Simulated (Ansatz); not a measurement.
```yaml
crystal:
  periodic: [false, false, false]
  atoms:
    - {symbol: C, position_ang: [0.074529, -1.235585, 0.890826]}
    - {symbol: O, position_ang: [-0.589859, -0.158767, 0.327325]}
    - {symbol: W, position_ang: [-0.226872, 1.044954, -0.890277]}
    - {symbol: O, position_ang: [-1.156667, 0.971769, -2.264263]}
    - {symbol: O, position_ang: [1.423173, 1.340326, -1.232109]}
    - {symbol: F, position_ang: [-0.732232, 3.070136, -0.120337]}
    - {symbol: H, position_ang: [-0.138686, -1.533649, 2.026033]}
    - {symbol: H, position_ang: [-0.360079, -2.251456, 0.359147]}
    - {symbol: H, position_ang: [1.073079, -1.218258, 0.818629]}
basis:
  gaussian: {orbitals: def2-TZVPP, fitting: {mean_field: cc-pVTZ-jkfit}, final_grid: {core_spheres: 8, valence_spheres: 7, degree: 23}}
hamiltonian: {xc: {name: wB97}}
accuracy: high
relax: {f_tol: 0.001, max_steps: 3}
output: {forces: true}
```

```sh
$ ansatz run in.yaml --threads 4 --pin off --events-out ev --progress --plain --max-ram 10444MiB
```

**Question.** How does Ansatz answer? (Estimate.)

**Answer.** Ansatz gave: The program refused the input.
```
Functional definition: wB97
Error: <dir> the basis set cc-pVTZ-JKFIT has no functions for W
```
